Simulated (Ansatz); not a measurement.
Mulliken charges of `N=CBO` from PBE/def2-TZVPP in Ansatz (PBE0-D4/def2-TZVP geometry).

```tsv
atom	x (Å)	y (Å)	z (Å)	charge (e)
N1	-0.930	0.730	-0.640	-0.257
C2	0.087	0.717	0.125	-0.079
B3	0.690	-0.724	0.430	0.122
O4	0.063	-1.756	-0.149	-0.214
H5	-1.290	1.668	-0.815	0.157
H6	0.510	1.641	0.540	0.074
H7	1.641	-0.928	1.126	-0.006
H8	-0.680	-1.405	-0.673	0.203
```

Question: By hand: the dipole of these point charges (1 e Å = 4.8032 D).

Answer: Σ q r = (-0.010, 0.147, 0.008) e Å, of length 0.148 e Å = 0.71 D.

Question: How does the dipole of the full density compare? (Best estimate.)

Answer: The calculation gave: (-0.070, 0.481, -0.003) e Å, 2.33 D; the point charges give 0.30 times that, at 6° from its direction.

Point charges leave out the atoms' own dipoles, such as those of lone pairs, and Mulliken's split depends on the basis, so the two needn't agree.
